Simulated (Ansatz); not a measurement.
```yaml
crystal:
  periodic: [false, false, false]
  atoms:
    - {symbol: O, position_ang: [-0.217832, 1.683286, -0.904251]}
    - {symbol: Si, position_ang: [-0.351696, 0.343378, -1.885449]}
    - {symbol: N, position_ang: [-0.080737, -0.814417, -0.648800]}
    - {symbol: Si, position_ang: [0.223640, -0.538262, 1.050481]}
    - {symbol: H, position_ang: [-0.328505, 2.531528, -1.336841]}
    - {symbol: Xx, position_ang: [-0.909008, 0.162356, 1.703691]}
    - {symbol: H, position_ang: [-0.099326, -1.781850, -0.939623]}
    - {symbol: H, position_ang: [0.386883, -1.877209, 1.678571]}
    - {symbol: H, position_ang: [1.465180, 0.244789, 1.265121]}
basis:
  gaussian: {orbitals: cc-pVTZ-DK, fitting: {mean_field: def2-universal-jkfit}, point_charges: [{charge: -1.00, position_ang: [6.462, 0.488, 0.767]}]}
hamiltonian: {xc: {name: PBE}}
```

```sh
$ ansatz run in.yaml --threads 2 --pin off --events-out ev --progress --plain --max-ram 4352MiB
```

Shortened log:

```
Error: YAML parse error: error: line 9 column 16: `Xx` is not an element symbol (H … Og, case-exact)
 7 |     - {symbol: Si, position_ang: [0.223640, -0.538262, 1.050481]}
 8 |     - {symbol: H, position_ang: [-0.328505, 2.531528, -1.336841]}
 9 |     - {symbol: Xx, position_ang: [-0.909008, 0.162356, 1.703691]}
10 |     - {symbol: H, position_ang: [-0.099326, -1.781850, -0.939623]}
11 |     - {symbol: H, position_ang: [0.386883, -1.877209, 1.678571]}
```

Q: What is wrong with this run?

A: An element symbol is wrong. The program refused the input.
